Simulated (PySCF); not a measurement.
Hg (mercury, neutral): wB97X-V calculation

Configuration: [Xe] 4f14 5d9 6s2 7s1, high-spin 3D determinant (an excited configuration). Calculation: PySCF 2.14, in aug-cc-pwCVTZ-PP with ECP60MDF (8s8p7d4f3g, 122 functions); a scalar-relativistic core potential.

| Quantity | Value |
| --- | --- |
| Total energy | -153.0090 hartree |
| One-electron energy | -264.2943 hartree |
| Hartree (Coulomb) energy | 124.8054 hartree |
| Exchange-correlation energy | -13.5201 hartree |
| ⟨S²⟩ | 2.0009 |
| ⟨L²⟩ | 6.010 |
| Sum of ⟨r⟩ | 33.71 bohr |
| Sum of ⟨r²⟩ | 107.0 bohr² |
| Traceless quadrupole moment −½Σ⟨3z² − r²⟩ along its main axis | -0.106 e·bohr² |
| Time after the integrals | of the order of 9 core-seconds |

```tsv
shell	electrons	mean orbital energy (hartree)	spread (hartree)	rms radius, mean of both spins (bohr)
5s α	1	-4.90539	0	0.968
5s β	1	-4.87477	0	0.968
5p α	3	-3.01652	0.05277	1.11
5p β	3	-2.97837	0.01140	1.11
5d α	5	-0.81687	0.05926	1.55
5d β	4	-0.78883	0.03336	1.55
6s α	1	-0.55324	0	2.63
6s β	1	-0.54050	0	2.63
7s α	1	-0.09961	0	7.89
```

Energies and moments cover only the electrons outside the core potential. Spin-orbit coupling, absent here, splits the open shell strongly. The outer electron is Rydberg-like, and this basis confines it to a smaller radius and binds it less than a complete one would.
